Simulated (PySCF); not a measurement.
2,2,2-trifluoroethanol (C2H3F3O), SMILES OCC(F)(F)F.

Geometry: B3LYP-D3(BJ)/def2-SVP. The values are those of a single conformer.

Method: ωB97X/def2-TZVP (PySCF).

Gas-phase values at a fixed geometry.

```yaml
total_energy: -452.87331 hartree
highest_occupied_level: -11.38 eV
lowest_empty_level: 3.05 eV
orbital_gap: 14.44 eV
dipole_moment: 1.66 D
quadrupole, principal values (traceless, Buckingham form, about the centre of nuclear charge): -6.65, 1.47, 5.18 D·Å
mean_static_polarisability: 30.9 bohr³ (4.58 Å³)
polarisability_principal_values: 29.6, 30.3, 32.9 bohr³
```
